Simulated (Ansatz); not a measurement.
`BBC=C` + HI → `C=CBI` + BH₃ at 600 K and 1 bar (cleavage of the B–B bond).

Program: Ansatz. Geometries: PBE0-D4/def2-TZVP. ΔE: electronic, gas phase. CCSD(T)/CBS is the MP2 limit (def2-TZVPP, def2-QZVPP) plus CCSD(T) − MP2 in def2-TZVPP, frozen cores. This one scheme is used for every species. Elements past krypton have def2 core potentials. For I outer-core shells are correlated without core-valence functions, which leaves a few kJ/mol of doubt a bond. Each species was taken in one conformer, which may not be the lowest.

```tsv
species	CCSD(T)/CBS energy (Eh)	H − E (kJ/mol)	S (J/(mol·K))
`BBC=C`	-129.22973	247.8	383.7
HI	-298.03592	31.6	227.0
`C=CBI`	-400.74733	191.1	384.3
BH₃	-26.55200	91.5	217.3
```

H − E and S are ideal-gas, rigid-rotor, harmonic terms from PBE0-D4/def2-TZVP, for one conformer and one mirror image of each species. 1 Eh = 2625.50 kJ/mol, R = 8.31446 J/(mol·K).

**Question.** By hand: ΔE, ΔH, ΔS and ΔG.

**Answer.** ΔE = (-400.74733) + (-26.55200) − (-129.22973) − (-298.03592) = -0.03368 Eh = -88.4 kJ/mol. Δ(H − E) = 191.1 + 91.5 − 247.8 − 31.6 = 3.2, so ΔH = -85.2 kJ/mol. ΔS = 384.3 + 217.3 − 383.7 − 227.0 = -9.1 J/(mol·K). ΔG = -85.2 − 600 × (-9.1)/1000 = -79.7 kJ/mol.

**Question.** By hand: the equilibrium constant, and the temperature at which ΔG would vanish if ΔH and ΔS stayed fixed.

**Answer.** log₁₀ K = −ΔG/(RT ln 10) = 6.9. ΔG = 0 at ΔH/ΔS = 9363 K, far beyond where these terms or the molecules hold.

The number of gas molecules stays the same, so ΔS is small and ΔH decides. A doubt of 5 kJ/mol in ΔE shifts log₁₀ K by 0.4 here. Other conformers and mirror images would add mixing entropy, several J/(mol·K) or more a flexible species. These are equilibria of isolated gas molecules and say nothing of rates. Largest T1 diagnostic: 0.012 (customary marks: 0.02 for closed shells, 0.045 for open ones).
